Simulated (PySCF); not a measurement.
GeO, SMILES [O]=[Ge] (connectivity only; charge and spin as stated), neutral, multiplicity 1. Coordinates come from a PBE-D3(BJ)/def2-TZVPD optimisation.

Calculation: PySCF with PBE-D3(BJ)/def2-TZVPD.

Harmonic wavenumbers (cm⁻¹): 956. Rotational constants (GHz): 14.20 (linear); symmetry number 1.

Work out the zero-point energy and the ideal-gas rigid-rotor harmonic-oscillator thermochemistry at 298.15 K and 1 atm.

ZPE = ½ Σ hcν = ½ × 956 cm⁻¹ = 1.37 kcal/mol. H − E(el) = 3.47 kcal/mol. Entropy in cal/(mol K): translation 39.36, rotation 14.07, vibration 0.11, total 53.54. G − E(el) = -12.50 kcal/mol. Cp = 7.38 cal/(mol K).
